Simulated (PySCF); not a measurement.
Species: `C[S@@](=O)[C@H]1CCN([SiH3])C1`. The columns A, B, C and D hold Mulliken, IAO, Hirshfeld and ESP-fitted charges (e) of one PBE0/pcSseg-1 density (PySCF), in a shuffled order. Coordinates in Å (GFN2-xTB); the density's dipole moment is (0.98, 1.96, 3.22) D.

```
atom       x       y       z       A       B       C       D
  C1   3.338   0.482  -0.298  -0.394  -0.553  -0.131  -0.575
  S2   1.697   0.390  -1.145  +0.635  +0.329  +0.343  +1.065
  O3   1.796  -0.734  -2.077  -0.614  -0.453  -0.359  -0.902
  C4   0.774  -0.242   0.364  -0.540  +0.054  -0.038  -0.255
  C5   0.130   0.970   1.022  -0.149  -0.499  -0.080  -0.269
  C6  -1.194   1.059   0.265  +0.044  -0.051  -0.028  -0.144
  N7  -1.589  -0.320   0.127  -0.834  -0.242  -0.181  -0.527
 Si8  -3.166  -0.881  -0.232  +0.646  +0.462  +0.343  +0.745
  C9  -0.395  -1.112  -0.093  +0.177  -0.014  -0.032  -0.164
 H10   4.047   0.915  -0.997  +0.159  +0.221  +0.053  +0.169
 H11   3.246   1.112   0.579  +0.137  +0.154  +0.048  +0.156
 H12   3.653  -0.521  -0.034  +0.152  +0.193  +0.052  +0.162
 H13   1.479  -0.778   0.996  +0.155  +0.109  +0.045  +0.146
 H14   0.733   1.871   0.919  +0.122  +0.181  +0.036  +0.133
 H15  -0.055   0.783   2.081  +0.134  +0.171  +0.045  +0.148
 H16  -1.963   1.620   0.796  +0.127  +0.117  +0.045  +0.144
 H17  -1.025   1.534  -0.714  +0.114  +0.050  +0.022  +0.112
 H18  -3.517  -0.906  -1.661  -0.110  -0.116  -0.089  -0.159
 H19  -3.222  -2.243   0.298  -0.116  -0.118  -0.081  -0.135
 H20  -4.056   0.042   0.471  -0.122  -0.123  -0.081  -0.133
 H21  -0.257  -1.383  -1.148  +0.149  +0.082  +0.027  +0.140
 H22  -0.465  -2.042   0.479  +0.128  +0.048  +0.042  +0.143
```

Question: Which column most likely holds the ESP-fitted charges?

Answer: B. Σ q r misses the density's dipole by 0.06 D (B), 1.22 D (C), 1.81 D (A), 3.29 D (D). Charges fitted to the outside potential are the only set here that is tied to the molecule's multipoles.

Question: And the Hirshfeld charges?

Answer: C. The mean sizes are 0.100 e (C), 0.197 e (B), 0.262 e (A), 0.297 e (D), and Hirshfeld charges are commonly the smallest of these schemes.

As computed, A = Mulliken, B = ESP-fitted, C = Hirshfeld, D = IAO. Hydrogens on carbon: Mulliken +0.11 to +0.16, ESP-fitted +0.05 to +0.22, Hirshfeld +0.02 to +0.05, IAO +0.11 to +0.17 e.

The IAO scheme counts the electrons in orthogonalised intrinsic atomic orbitals, a minimal basis polarised so that it spans the occupied orbitals exactly. The ESP scheme fits charges at the nuclei, held to the total charge, to the electrostatic potential on points at 1.4 to 2.0 times the van der Waals radii.

The structure is a single GFN2-xTB conformer in the gas phase; no vibrational or solvent corrections.
